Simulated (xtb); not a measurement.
Harmonic IR lines of one isomer of C$_{5}$H$_{4}$O, unscaled. Computed with GFN2-xTB run with xtb.

```csv
wavenumber (cm⁻¹),relative intensity
286,56
337,10
458,5.9
524,6.2
636,10
659,17
918,4.1
971,76
1000,3.1
1237,20
1353,100
1805,12
3020,21
3218,3.1
3400,6.2
```

Q: Identify which structure gives these lines.
A. `C#C/C=C1\CO1`
B. `O=C=C1C=CC1`
C. `C#CC1=C[C@@H]1O`
D. `C#CC(=C)C=O`

A: C, `C#CC1=C[C@@H]1O`
